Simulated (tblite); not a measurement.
Compound: C6H7BOS.
SMILES with atom numbers: `[BH2:1][c:2]1[cH:3][c:4](=[O:5])[c:6]([CH3:7])[cH:8][s:9]1` (hydrogens: H10, H11 on B1; H12 on C3; H13, H14, H15 on C7; H16 on C8)

Computed with GFN2-xTB (tblite), gas phase: L-BFGS steps from a force-field or distance-geometry start until the largest atomic force falls under 0.01 eV/Å.

Step 11: E = -677.9314 eV
```
atom  x, y, z in Å  |  force x, y, z in eV/Å
B1     -3.2934    0.1540   -0.4953    0.007   0.000   0.000
C2     -1.7568    0.1660   -0.3118    0.021   0.029  -0.007
C3     -1.0676   -0.8259    0.3058   -0.041  -0.020   0.000
C4      0.3648   -0.9388    0.5458   -0.016  -0.031   0.022
O5      0.8256   -1.9150    1.1273    0.027  -0.025   0.012
C6      1.2247    0.1502    0.0724   -0.030   0.012  -0.009
C7      2.6870   -0.0090    0.3400   -0.014   0.000  -0.002
C8      0.7411    1.2314   -0.5628   -0.010   0.028  -0.020
S9     -0.9083    1.5573   -0.9476    0.016   0.033  -0.012
H10    -3.9095   -0.7467   -0.0864    0.016  -0.028   0.016
H11    -3.8278    1.0392   -1.0366    0.048   0.024  -0.007
H12    -1.6357   -1.6653    0.6831   -0.018  -0.050   0.025
H13     3.0401   -0.9300   -0.1201   -0.004  -0.024  -0.016
H14     2.8498   -0.1107    1.4114   -0.009   0.001   0.027
H15     3.2606    0.8314   -0.0388    0.000   0.025  -0.011
H16     1.3977    2.0208   -0.8979    0.006   0.026  -0.017
```

Step 12: E = -677.9320 eV
```
atom  x, y, z in Å  |  force x, y, z in eV/Å
B1     -3.2918    0.1542   -0.4952    0.019  -0.001   0.003
C2     -1.7563    0.1662   -0.3115    0.042   0.016   0.002
C3     -1.0681   -0.8266    0.3063   -0.027  -0.028   0.007
C4      0.3653   -0.9398    0.5466   -0.053  -0.013   0.004
O5      0.8256   -1.9161    1.1277    0.035  -0.021   0.012
C6      1.2245    0.1503    0.0722   -0.049   0.003  -0.003
C7      2.6864   -0.0091    0.3399   -0.019   0.004  -0.003
C8      0.7407    1.2315   -0.5629   -0.008   0.035  -0.025
S9     -0.9084    1.5578   -0.9475    0.011   0.023  -0.007
H10    -3.9053   -0.7471   -0.0857   -0.006  -0.036   0.017
H11    -3.8225    1.0403   -1.0367    0.023   0.033  -0.016
H12    -1.6375   -1.6664    0.6833    0.002  -0.024   0.014
H13     3.0378   -0.9303   -0.1212    0.006  -0.019  -0.007
H14     2.8475   -0.1101    1.4117    0.001  -0.004   0.020
H15     3.2589    0.8321   -0.0390    0.008   0.019  -0.009
H16     1.3956    2.0221   -0.8994    0.012   0.012  -0.008
```

Problem. Estimate the geometry and energy of step 13. (The exact step hangs on the optimiser's Hessian estimate; all steps are aligned on step 12, rigid shifts and turns removed.)

Solution. E = -677.9324 eV, largest force 0.057 eV/Å
```
atom  x, y, z in Å  |  force x, y, z in eV/Å
B1     -3.2902    0.1544   -0.4951    0.023  -0.001   0.004
C2     -1.7552    0.1666   -0.3112    0.040  -0.001   0.009
C3     -1.0690   -0.8277    0.3068   -0.005  -0.029   0.011
C4      0.3649   -0.9410    0.5474   -0.056   0.003  -0.009
O5      0.8262   -1.9173    1.1280    0.030  -0.006   0.005
C6      1.2234    0.1504    0.0720   -0.048  -0.002   0.003
C7      2.6855   -0.0091    0.3398   -0.023   0.006  -0.004
C8      0.7404    1.2321   -0.5633   -0.001   0.025  -0.019
S9     -0.9082    1.5586   -0.9476    0.000   0.011  -0.001
H10    -3.9017   -0.7481   -0.0849   -0.015  -0.026   0.011
H11    -3.8174    1.0419   -1.0370    0.006   0.029  -0.016
H12    -1.6392   -1.6680    0.6837    0.013  -0.001   0.004
H13     3.0358   -0.9309   -0.1222    0.008  -0.002   0.006
H14     2.8455   -0.1096    1.4124    0.005  -0.006   0.000
H15     3.2575    0.8330   -0.0394    0.005   0.002  -0.002
H16     1.3941    2.0236   -0.9009    0.018  -0.001   0.000
```

The energy changes by -0.0005 eV. The first-order estimate −F·Δx gives -0.0006 eV and the mean of the old and new forces, exact on a quadratic surface, -0.0004 eV. The step makes an angle of 60° with the force vector and moves no atom by more than 0.005 Å.

The cost below is that of the whole relaxation. On one thread, Arm Neoverse V2 (aarch64), shared host, this took 0.14 s of wall time.
